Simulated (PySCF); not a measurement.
HLiO, SMILES [Li][OH].

Coordinates come from a r2SCAN-D4/def2-TZVPD optimisation. The isomer is the one that the SMILES or the coordinates give; other isomers of the formula were not compared.

Computed with C-PCM-PBE0/def2-TZVPD (PySCF).

The values are the electrostatic part of the solvation free energy, E(continuum) − E(gas) at the gas-phase geometry, in a cavity of scaled van der Waals radii (PySCF's table); cavitation and dispersion terms are not included. A continuum can't describe solvent molecules that bind to the metal. In vacuum the orbital gap is 5.36 eV. The dipole moment in vacuum is 4.53 D.

```tsv
solvent	ε	ΔG(elec) (kcal/mol)	dipole (D)	gap (eV)
water	78.36	-14.8	4.95	7.02
tetrahydrofuran	7.43	-12.9	4.90	6.84
2-propanol	19.26	?	?	?
```

Question: Complete the blanks. (The exact figures need the calculation; the answer reports its results.)

Answer: 
- 2-propanol, ΔG(elec) (kcal/mol): -14.2
- 2-propanol, dipole (D): 4.93
- 2-propanol, gap (eV): 6.97
